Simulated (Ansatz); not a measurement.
The inner images of a band of C₂H₄BCl (8 atoms, charge 0, multiplicity 1) are given out of order.

Theory: Ansatz 0.2.0, RKS PBE0-D4/def2-mTZVP.

Initial state:

```xyz
8
Properties=species:S:1:pos:R:3
B -0.571 1.091 -1.118
C 0.142 0.029 -0.596
C 0.284 -0.368 0.824
Cl -0.527 -1.969 1.180
H -1.158 1.992 -1.588
H 0.671 -0.600 -1.315
H -0.165 0.345 1.510
H 1.325 -0.520 1.103
```

Final state:

```xyz
8
Properties=species:S:1:pos:R:3
B -1.553 0.434 -1.095
C -0.057 0.312 -0.701
C 0.209 -0.162 0.716
Cl -0.379 -1.852 0.948
H 0.368 1.322 -0.838
H 0.448 -0.338 -1.431
H -0.308 0.452 1.452
H 1.271 -0.168 0.950
```

**Question.** Put them in order from the first end to the last, with their energies above the first end.
A.
```xyz
8
Properties=species:S:1:pos:R:3
B -0.533 1.120 -1.111
C 0.086 -0.009 -0.611
C 0.253 -0.373 0.817
Cl -0.354 -2.053 1.184
H -1.020 2.095 -1.544
H 0.555 -0.684 -1.329
H -0.289 0.291 1.487
H 1.302 -0.387 1.108
```
B.
```xyz
8
Properties=species:S:1:pos:R:3
B -1.357 0.788 -1.231
C -0.069 0.204 -0.697
C 0.172 -0.205 0.745
Cl -0.280 -1.925 1.039
H 0.245 1.298 -0.891
H 0.482 -0.420 -1.412
H -0.417 0.389 1.440
H 1.224 -0.129 1.007
```
C.
```xyz
8
Properties=species:S:1:pos:R:3
B -1.077 0.936 -1.243
C -0.091 0.046 -0.671
C 0.142 -0.260 0.769
Cl -0.310 -1.979 1.087
H 0.060 1.544 -1.025
H 0.553 -0.482 -1.381
H -0.469 0.356 1.425
H 1.191 -0.160 1.040
```
D.
```xyz
8
Properties=species:S:1:pos:R:3
B -0.727 1.018 -1.165
C -0.040 -0.069 -0.656
C 0.091 -0.365 0.773
Cl -0.322 -2.101 1.106
H -0.198 2.050 -1.193
H 0.625 -0.566 -1.357
H -0.555 0.250 1.400
H 1.125 -0.216 1.092
```
E.
```xyz
8
Properties=species:S:1:pos:R:3
B -0.891 0.971 -1.213
C -0.076 -0.034 -0.658
C 0.109 -0.309 0.773
Cl -0.338 -2.034 1.100
H -0.033 1.804 -1.116
H 0.593 -0.525 -1.363
H -0.516 0.316 1.411
H 1.153 -0.187 1.067
```
F.
```xyz
8
Properties=species:S:1:pos:R:3
B -0.618 1.073 -1.101
C -0.016 -0.079 -0.655
C 0.131 -0.400 0.776
Cl -0.229 -2.142 1.142
H -0.500 2.208 -1.282
H 0.585 -0.630 -1.374
H -0.518 0.199 1.414
H 1.165 -0.229 1.080
```
G.
```xyz
8
Properties=species:S:1:pos:R:3
B -0.513 1.129 -1.093
C 0.032 -0.054 -0.640
C 0.194 -0.392 0.795
Cl -0.221 -2.121 1.180
H -0.809 2.209 -1.428
H 0.519 -0.714 -1.357
H -0.434 0.218 1.442
H 1.232 -0.274 1.102
```

**Answer.** A (+1.5 kJ/mol), G (+7.8 kJ/mol), F (+38.8 kJ/mol), D (+101.7 kJ/mol), E (+179.3 kJ/mol), C (+226.4 kJ/mol), B (+159.8 kJ/mol).

Time of the run: 2.2 min on 2 threads of Intel(R) Xeon(R) 6975P-C (Granite Rapids) (shared host), peak memory 0.19 GiB.
